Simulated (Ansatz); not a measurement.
**AlGe2H5: where a starting geometry ends**

The starting geometry of this gas-phase singlet was optimised with GFN2-xTB.

```yaml
atoms:
  - { symbol: Al, position_ang: [0.5582, -1.3183, -2.2149] }
  - { symbol: Ge, position_ang: [0.4173, -1.7430, 0.1183] }
  - { symbol: Ge, position_ang: [-1.8354, -0.7610, -0.4506] }
  - { symbol: H, position_ang: [0.6151, -1.1715, -3.8160] }
  - { symbol: H, position_ang: [1.0296, -0.2129, -0.0830] }
  - { symbol: H, position_ang: [-2.7827, -1.7005, -1.1910] }
  - { symbol: H, position_ang: [-2.7542, -0.3471, 0.6962] }
  - { symbol: H, position_ang: [-1.9946, 0.4625, -1.3553] }
```

Question: Predict what becomes of its bonds when it is optimised with r2SCAN-D4/def2-SVP.

Answer: A new bond forms, giving a structure with H5 bridging Al1 and Ge2, given below by its coordinates. Distances that change by over a tenth: Al1–Ge3 (3.03 → 2.64 Å). Contacts that close: Al1–H5 (2.45 → 1.86 Å).

The energy falls by 0.47 eV over 18 steps:

```json
{"step": "1", "E − E(last) (eV)": "0.467"}
{"step": "3", "E − E(last) (eV)": "0.260"}
{"step": "5", "E − E(last) (eV)": "0.160"}
{"step": "7", "E − E(last) (eV)": "0.095"}
{"step": "9", "E − E(last) (eV)": "0.041"}
{"step": "10", "E − E(last) (eV)": "0.021"}
{"step": "12", "E − E(last) (eV)": "0.004"}
{"step": "14", "E − E(last) (eV)": "0.000"}
{"step": "16", "E − E(last) (eV)": "0.000"}
{"step": "18", "E − E(last) (eV)": "0.000"}
```

Final geometry (Å):

```yaml
atoms:
  - { symbol: Al, position_ang: [0.2590, -1.1188, -2.0271] }
  - { symbol: Ge, position_ang: [0.3500, -2.0958, 0.1440] }
  - { symbol: Ge, position_ang: [-1.8453, -0.9653, -0.4329] }
  - { symbol: H, position_ang: [0.5691, -0.2115, -3.2933] }
  - { symbol: H, position_ang: [0.8947, -0.5302, -0.3766] }
  - { symbol: H, position_ang: [-3.0270, -1.8818, -0.7885] }
  - { symbol: H, position_ang: [-2.3557, 0.2574, 0.3549] }
  - { symbol: H, position_ang: [-1.5914, -0.2459, -1.8765] }
```

Frequencies at the end are all real (lowest 199 cm⁻¹). Run with Ansatz 0.2.0, 25 s on 2 threads of Intel(R) Xeon(R) 6975P-C (Granite Rapids), on a shared host.
